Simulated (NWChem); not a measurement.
System: CH5BeNO; SMILES C[O][Be][NH2]

Excerpt of the output:

```
             Northwest Computational Chemistry Package (NWChem) 7.3.0
             --------------------------------------------------------

                             Geometry "geometry" -> ""
                             -------------------------

 Output coordinates in angstroms (scale by  1.889725989 to convert to a.u.)

  No.       Tag          Charge          X              Y              Z
 ---- ---------------- ---------- -------------- -------------- --------------
    1 Be                   4.0000    -0.34440677     0.27689350     0.61494067
    2 O                    8.0000     0.12527423    -0.50859650    -0.45718733
    3 C                    6.0000     0.88611023    -0.79639550    -1.62952933
    4 H                    1.0000     0.62567723    -0.11824050    -2.48229333
    5 H                    1.0000     1.98924023    -0.66465050    -1.47116633
    6 H                    1.0000     0.71189723    -1.87673250    -1.97654633
    7 N                    7.0000    -0.87391477     1.08261650     1.77760667
    8 H                    1.0000    -0.46591077     1.12079150     2.70525467
    9 H                    1.0000    -1.68472877     1.70008750     1.75641667

 Effective nuclear repulsion energy (a.u.)      92.7472885961

                                Z-matrix (autoz)
                                --------

 Units are Angstrom for bonds and degrees for angles

[...]

      ----------------------
      Optimization converged
      ----------------------

  Step       Energy      Delta E   Gmax     Grms     Xrms     Xmax
  ---- ---------------- -------- -------- -------- -------- --------
@   35    -185.55327422 -2.5D-10  0.00000  0.00000  0.00003  0.00005
                                     ok       ok       ok       ok

                                Z-matrix (autoz)
                                --------

 Units are Angstrom for bonds and degrees for angles

      Type          Name      I     J     K     L     M      Value     Gradient
      ----------- --------  ----- ----- ----- ----- ----- ---------- ----------
    1 Stretch                  1     2                       1.40836    0.00000
    2 Stretch                  1     7                       1.50079    0.00000
    3 Stretch                  2     3                       1.37654    0.00000
    4 Stretch                  3     4                       1.10620   -0.00000
    5 Stretch                  3     5                       1.10624   -0.00000
    6 Stretch                  3     6                       1.10462   -0.00000
    7 Stretch                  7     8                       1.01366   -0.00000
    8 Stretch                  7     9                       1.01365   -0.00000
    9 Bend                     1     2     3               151.43262   -0.00000
   10 Bend                     1     7     8               125.57079   -0.00000
   11 Bend                     1     7     9               125.57635    0.00000
   12 Bend                     2     7     8               125.56436   -0.00000
   13 Bend                     2     7     9               125.58917    0.00000
   14 Bend                     2     3     4               111.93545    0.00000
   15 Bend                     2     3     5               111.99944   -0.00000
   16 Bend                     2     3     6               110.80369   -0.00000
   17 Bend                     4     3     5               107.37212    0.00000
   18 Bend                     4     3     6               107.22537   -0.00000
   19 Bend                     5     3     6               107.24690   -0.00000
   20 Bend                     7     2     3               151.71242   -0.00000
   21 Bend                     8     7     9               108.83757   -0.00000
   22 Torsion                  1     2     3     4         -62.06040    0.00000
   23 Torsion                  1     2     3     5          58.59406    0.00000
   24 Torsion                  1     2     3     6         178.30183    0.00000
   25 Torsion                  3     2     7     8         -89.75824   -0.00000
   26 Torsion                  3     2     7     9          89.03386   -0.00000
   27 Torsion                  2     3     1     7         179.93047   -0.00000
   28 Torsion                  2     1     8     7        -178.52259   -0.00000
   29 Torsion                  2     1     9     7         178.52134   -0.00000

                         Geometry "geometry" -> "geometry"
                         ---------------------------------

 Output coordinates in angstroms (scale by  1.889725989 to convert to a.u.)

  No.       Tag          Charge          X              Y              Z
 ---- ---------------- ---------- -------------- -------------- --------------
    1 Be                   4.0000    -0.35614736     0.22223344     0.59410360
    2 O                    8.0000     0.09545617    -0.58260910    -0.46973337
    3 C                    6.0000     0.86526211    -0.78065610    -1.59358612
    4 H                    1.0000     0.58930281    -0.08807269    -2.41080261
    5 H                    1.0000     1.94276087    -0.63682512    -1.38844686
    6 H                    1.0000     0.73957680    -1.80814401    -1.97914738
    7 N                    7.0000    -0.84529783     1.06908297     1.73250505
    8 H                    1.0000    -0.41689710     1.12920555     2.64921486
    9 H                    1.0000    -1.64477837     1.69155856     1.70338883

 Effective nuclear repulsion energy (a.u.)      94.3652397618

                Final and change from initial internal coordinates
                --------------------------------------------------

                                Z-matrix (autoz)
                                --------

 Units are Angstrom for bonds and degrees for angles

[...]

 Rotational Constants
 --------------------
 A=   2.478776 cm-1  (  3.566327 K)
 B=   0.104096 cm-1  (  0.149767 K)
 C=   0.103547 cm-1  (  0.148977 K)

 Temperature                      =   298.15K
 frequency scaling parameter      =   1.0000

 Zero-Point correction to Energy  =   43.383 kcal/mol  (  0.069136 au)
 Thermal correction to Energy     =   46.911 kcal/mol  (  0.074757 au)
 Thermal correction to Enthalpy   =   47.503 kcal/mol  (  0.075701 au)

 Total Entropy                    =   72.474 cal/mol-K
   - Translational                =   37.975 cal/mol-K (mol. weight =  56.0493)
   - Rotational                   =   23.606 cal/mol-K (symmetry #  =        1)
   - Vibrational                  =   10.893 cal/mol-K

 Cv (constant volume heat capacity) =   17.218 cal/mol-K
   - Translational                  =    2.979 cal/mol-K
   - Rotational                     =    2.979 cal/mol-K
   - Vibrational                    =   11.259 cal/mol-K

[normal modes left out]

 ----------------------------------------------------------------------------
 Normal Eigenvalue ||           Projected Infra Red Intensities
  Mode   [cm**-1]  || [atomic units] [(debye/angs)**2] [(KM/mol)] [arbitrary]
 ------ ---------- || -------------- ----------------- ---------- -----------
    1      -53.670 ||    0.002216           0.051         2.160       0.369
    2       -0.000 ||    0.000111           0.003         0.108       0.018
    3       -0.000 ||    0.001988           0.046         1.938       0.331
    4        0.000 ||    0.000651           0.015         0.635       0.108
    5        0.000 ||    0.000154           0.004         0.150       0.026
    6        0.000 ||    0.000109           0.003         0.106       0.018
    7        0.000 ||    0.001041           0.024         1.015       0.173
    8       75.683 ||    0.009695           0.224         9.451       1.613
    9      145.384 ||    0.001355           0.031         1.321       0.226
   10      321.630 ||    0.014324           0.330        13.964       2.383
   11      371.768 ||    0.043364           1.000        42.274       7.215
   12      423.607 ||    0.224136           5.171       218.498      37.292
   13      626.930 ||    0.001803           0.042         1.757       0.300
   14      684.025 ||    0.129787           2.994       126.523      21.594
   15     1186.186 ||    0.000075           0.002         0.073       0.012
   16     1189.952 ||    0.007101           0.164         6.923       1.182
   17     1221.632 ||    0.033342           0.769        32.504       5.548
   18     1470.620 ||    0.075521           1.742        73.622      12.565
   19     1476.442 ||    0.081879           1.889        79.820      13.623
   20     1480.604 ||    0.001971           0.045         1.922       0.328
   21     1525.969 ||    0.003662           0.084         3.570       0.609
   22     1647.508 ||    0.701519          16.185       683.876     116.720
   23     3002.223 ||    0.109384           2.524       106.633      18.199
   24     3077.331 ||    0.051678           1.192        50.378       8.598
   25     3091.551 ||    0.049630           1.145        48.382       8.258
   26     3631.332 ||    0.044009           1.015        42.902       7.322
   27     3711.160 ||    0.032274           0.745        31.462       5.370
 ----------------------------------------------------------------------------

 ===============================================================================
      Negative Nuclear Hessian Mode    1  Eigenvalue =    -53.67 cm**(-1)
 -------------------------------------------------------------------------------
   Raw step length:  0.480 angstroms ;  The Raw step for this mode is:
    1 Be                   4.0000    -0.00829355     0.00366149    -0.00631806
    2 O                    8.0000    -0.03476331     0.01552599    -0.02652272
    3 C                    6.0000     0.02048862    -0.00909154     0.01567742
    4 H                    1.0000    -0.09726475    -0.17626039    -0.08587357
    5 H                    1.0000    -0.00734593     0.21580394     0.00559821
    6 H                    1.0000     0.20832639    -0.08612564     0.15969432
    7 N                    7.0000     0.01616180    -0.00721622     0.01227070
    8 H                    1.0000    -0.06270397    -0.14417937     0.05808614
    9 H                    1.0000     0.11635759     0.12012718    -0.01723474

  Geometry after  100.0% step for mode  1; Step length =  0.480 angstroms
   Maximum component (any atom: x,y, or z) displacement:  0.408
    1 Be                   4.0000    -0.36444091     0.22589493     0.58778555
    2 O                    8.0000     0.06069286    -0.56708312    -0.49625609
    3 C                    6.0000     0.88575073    -0.78974765    -1.57790870
    4 H                    1.0000     0.49203807    -0.26433308    -2.49667618
    5 H                    1.0000     1.93541494    -0.42102117    -1.38284865
    6 H                    1.0000     0.94790319    -1.89426965    -1.81945306
    7 N                    7.0000    -0.82913603     1.06186675     1.74477575
    8 H                    1.0000    -0.47960107     0.98502618     2.70730100
    9 H                    1.0000    -1.52842078     1.81168574     1.68615409

  Geometry after -100.0% step for mode  1; Step length =  0.480 angstroms
   Maximum component (any atom: x,y, or z) displacement:  0.408
    1 Be                   4.0000    -0.34785381     0.21857195     0.60042166
    2 O                    8.0000     0.13021948    -0.59813509    -0.44321066
    3 C                    6.0000     0.84477349    -0.77156456    -1.60926353
    4 H                    1.0000     0.68656756     0.08818769    -2.32492904
    5 H                    1.0000     1.95010680    -0.85262906    -1.39404507
    6 H                    1.0000     0.53125041    -1.72201837    -2.13884170
    7 N                    7.0000    -0.86145963     1.07629920     1.72023435
    8 H                    1.0000    -0.35419313     1.27338493     2.59112871
    9 H                    1.0000    -1.76113596     1.57143138     1.72062358

  Geometry after   50.0% step for mode  1; Step length =  0.240 angstroms
   Maximum component (any atom: x,y, or z) displacement:  0.204
    1 Be                   4.0000    -0.36029414     0.22406419     0.59094457
    2 O                    8.0000     0.07807451    -0.57484611    -0.48299473
    3 C                    6.0000     0.87550642    -0.78520187    -1.58574741
    4 H                    1.0000     0.54067044    -0.17620289    -2.45373939
    5 H                    1.0000     1.93908791    -0.52892315    -1.38564776
    6 H                    1.0000     0.84374000    -1.85120683    -1.89930022
    7 N                    7.0000    -0.83721693     1.06547486     1.73864040
    8 H                    1.0000    -0.44824908     1.05711587     2.67825793
    9 H                    1.0000    -1.58659958     1.75162215     1.69477146

  Geometry after  -50.0% step for mode  1; Step length =  0.240 angstroms
   Maximum component (any atom: x,y, or z) displacement:  0.204
    1 Be                   4.0000    -0.35200058     0.22040270     0.59726263
    2 O                    8.0000     0.11283783    -0.59037210    -0.45647202
    3 C                    6.0000     0.85501780    -0.77611033    -1.60142482
    4 H                    1.0000     0.63793518     0.00005750    -2.36786582
    5 H                    1.0000     1.94643383    -0.74472709    -1.39124596
    6 H                    1.0000     0.63541361    -1.76508119    -2.05899454
    7 N                    7.0000    -0.85337873     1.07269109     1.72636970
    8 H                    1.0000    -0.38554511     1.20129524     2.62017179
    9 H                    1.0000    -1.70295717     1.63149497     1.71200620

  Geometry after   49.0% step for mode  1; Step length =  0.236 angstroms
   Maximum component (any atom: x,y, or z) displacement:  0.200
    1 Be                   4.0000    -0.36021472     0.22402913     0.59100508
    2 O                    8.0000     0.07840741    -0.57499479    -0.48274075
    3 C                    6.0000     0.87531022    -0.78511481    -1.58589753
    4 H                    1.0000     0.54160184    -0.17451503    -2.45291707
    5 H                    1.0000     1.93915825    -0.53098967    -1.38570136
    6 H                    1.0000     0.84174508    -1.85038210    -1.90082944
    7 N                    7.0000    -0.83737169     1.06554397     1.73852290
    8 H                    1.0000    -0.44764863     1.05849652     2.67770170
    9 H                    1.0000    -1.58771381     1.75047182     1.69493650

  Geometry after  -49.0% step for mode  1; Step length =  0.236 angstroms
   Maximum component (any atom: x,y, or z) displacement:  0.200
    1 Be                   4.0000    -0.35208000     0.22043776     0.59720213
    2 O                    8.0000     0.11250494    -0.59022342    -0.45672600
    3 C                    6.0000     0.85521399    -0.77619739    -1.60127470
    4 H                    1.0000     0.63700378    -0.00163036    -2.36868814
    5 H                    1.0000     1.94636349    -0.74266057    -1.39119236
    6 H                    1.0000     0.63740852    -1.76590592    -2.05746532
    7 N                    7.0000    -0.85322396     1.07262198     1.72648721
    8 H                    1.0000    -0.38614556     1.19991459     2.62072801
    9 H                    1.0000    -1.70184294     1.63264530     1.71184117

  Geometry after   24.5% step for mode  1; Step length =  0.118 angstroms
   Maximum component (any atom: x,y, or z) displacement:  0.100
    1 Be                   4.0000    -0.35818104     0.22313128     0.59255434
    2 O                    8.0000     0.08693179    -0.57880195    -0.47623706
    3 C                    6.0000     0.87028616    -0.78288546    -1.58974183
    4 H                    1.0000     0.56545232    -0.13129386    -2.43185984
    5 H                    1.0000     1.94095956    -0.58390739    -1.38707411
    6 H                    1.0000     0.79066094    -1.82926306    -1.93998841
    7 N                    7.0000    -0.84133476     1.06731347     1.73551398
    8 H                    1.0000    -0.43227286     1.09385103     2.66345828
    9 H                    1.0000    -1.61624609     1.72101519     1.69916267

  Geometry after  -24.5% step for mode  1; Step length =  0.118 angstroms
   Maximum component (any atom: x,y, or z) displacement:  0.100
    1 Be                   4.0000    -0.35411368     0.22133560     0.59565286
    2 O                    8.0000     0.10398055    -0.58641626    -0.46322969
    3 C                    6.0000     0.86023805    -0.77842675    -1.59743041
    4 H                    1.0000     0.61315330    -0.04485152    -2.38974538
    5 H                    1.0000     1.94456218    -0.68974284    -1.38981961
    6 H                    1.0000     0.68849266    -1.78702497    -2.01830635
    7 N                    7.0000    -0.84926090     1.07085248     1.72949613
    8 H                    1.0000    -0.40152133     1.16456007     2.63497144
    9 H                    1.0000    -1.67331066     1.66210193     1.70761500
```

Level: PBE0/def2-SVP. The optimisation ended at a saddle point (imaginary frequency).

Question: Write an input that gives this output.

Answer: One answer among several that fit: the input that was run:
```
start job
memory heap 200 mb stack 900 mb global 1100 mb
geometry units angstroms noautosym
  Be    -0.337083     0.299413     0.615783
  O      0.132598    -0.486077    -0.456345
  C      0.893434    -0.773876    -1.628687
  H      0.633001    -0.095721    -2.481451
  H      1.996564    -0.642131    -1.470324
  H      0.719221    -1.854213    -1.975704
  N     -0.866591     1.105136     1.778449
  H     -0.458587     1.143311     2.706097
  H     -1.677405     1.722607     1.757259
end
basis spherical
  * library def2-svp
end
dft
  xc pbe0
  grid fine
  iterations 150
end
driver
  maxiter 120
  tight
end
task dft optimize
task dft freq
```
